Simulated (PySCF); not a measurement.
Species: C₅H₆FNSi.
Numbering: `[N:1]#[C:2][C:3]1=[CH:4][CH2:5][Si@H:6]([F:7])[CH2:8]1` (hydrogens: H9 on C4; H10, H11 on C5; H12 on Si6; H13, H14 on C8)

Geometry (GFN2-xTB, Å), atoms numbered from 1 in this order:
```
atom  x, y, z in Å
N1     2.8993   -2.1583    0.4686
C2     1.9606   -1.5187    0.3055
C3     0.8209   -0.7117    0.1220
C4    -0.3100   -1.1687   -0.4219
C5    -1.4628   -0.2280   -0.5721
Si6   -0.8310    1.4227    0.1390
F7    -0.7269    2.5359   -1.0291
C8     0.8920    0.7312    0.5596
H9    -0.4141   -2.1898   -0.7585
H10   -1.7452   -0.1579   -1.6248
H11   -2.3336   -0.6329   -0.0546
H12   -1.5930    2.0535    1.1996
H13    1.6971    1.2401    0.0255
H14    1.1460    0.7822    1.6191
```

Computed with TDDFT B3LYP/def2-SVPD, vertical, gas phase, core orbitals frozen in the response (PySCF).

Transition dipole moments from the ground state, in atomic units and in the frame of the coordinates above (overall signs are arbitrary), for the states with f of 0.002 or more among the lowest 8:

```tsv
state	E (eV)	μx	μy	μz
S1	5.995	1.327	-0.139	0.442
S2	6.082	-0.252	0.048	-0.090
S4	6.540	0.129	0.015	0.044
S5	6.759	-0.115	-0.022	0.017
S6	6.872	0.073	0.051	0.086
S7	7.137	-0.150	0.005	0.081
S8	7.287	-0.076	0.063	-0.085
```

Problem. Work out the oscillator strengths.

Solution. f = (2/3) ΔE |μ|² with ΔE in hartree (27.2114 eV).

| state | \|μ\|² (au) | \|μ\| (D) | f |
| --- | --- | --- | --- |
| S1 | 1.975 | 3.57 | 0.290 |
| S2 | 0.074 | 0.69 | 0.011 |
| S4 | 0.019 | 0.35 | 0.003 |
| S5 | 0.014 | 0.30 | 0.002 |
| S6 | 0.015 | 0.31 | 0.003 |
| S7 | 0.029 | 0.43 | 0.005 |
| S8 | 0.017 | 0.33 | 0.003 |

Problem. Which bond between heavy atoms lies closest to the direction of the S1 transition dipole?

Solution. Si6–C8, at 16° from it; next C3–C4 at 27°.

Problem. What angle do the transition dipoles of S1 and S2 make?

Solution. |cos θ| = |μa·μb| / (|μa| |μb|) = 1.00, so θ ≈ 5° (taken between 0 and 90°, since the signs are arbitrary).

Problem. What peak molar absorption coefficient would the strongest computed level give as a lone Gaussian band 0.3 eV wide at half height?

Solution. ε(max) = 2.175×10⁸ f / FWHM, with the width in cm⁻¹. S1: 2.175×10⁸ × 0.2902 / 2420 ≈ 26000 L mol⁻¹ cm⁻¹.
